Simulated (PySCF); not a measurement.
C9H6N4, SMILES C12N3C(=CC=CC3=NC=C1)N=CN=2.

Geometry optimised at B3LYP-D3(BJ)/def2-SVP.

These are PySCF 2.14.0 with TDA-PBE0/def2-SVP values and carry that method's errors.

Vertical excitations.  State labels are in the subgroup Cs.

| state | symmetry | energy (eV) | λ (nm) | f | main pairs |
|---|---|---|---|---|---|
| S1 | A' | 2.12 | 586 | 0.001 | HOMO→LUMO 99 % |
| S2 | A" | 3.78 | 328 | 0.000 | HOMO−1→LUMO 96 % |
| S3 | A' | 4.07 | 305 | 0.130 | HOMO→LUMO+1 81 %, HOMO−3→LUMO 15 % |
| S4 | A" | 4.31 | 288 | 0.000 | HOMO−2→LUMO 94 % |
| S5 | A' | 4.40 | 282 | 0.265 | HOMO→LUMO+2 86 % |
| S6 | A" | 4.89 | 253 | 0.001 | HOMO−1→LUMO+1 92 % |
| T1 | A' | 1.85 | 671 | 0 | HOMO→LUMO 99 % |
| T2 | A' | 2.65 | 469 | 0 | HOMO→LUMO+1 97 % |
Triplets are in the Tamm–Dancoff approximation.
